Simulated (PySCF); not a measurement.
S⁺: excitation energy

S⁺ [Ne] 3s2 3p3 (4S) → S⁺ [Ne] 3s1 3p3 3d1 (6D), as a difference of total energies. All numbers are calculated (PySCF 2.14, no relativity, point nucleus, in aug-cc-pwCVDZ (6s5p3d, 36 functions)). Correlated levels: nothing frozen. The calculations carry no spin-orbit coupling.

```tsv
method	excitation energy (cm⁻¹)
UHF	151270
MP2 (all electrons)	165220
SCS-MP2 (all electrons)	166800
CCSD (all electrons)	167330
CCSD(T) (all electrons)	167720
```

The promoted electron is Rydberg-like, and one or two diffuse shells describe it only roughly, which tends to raise the upper state.
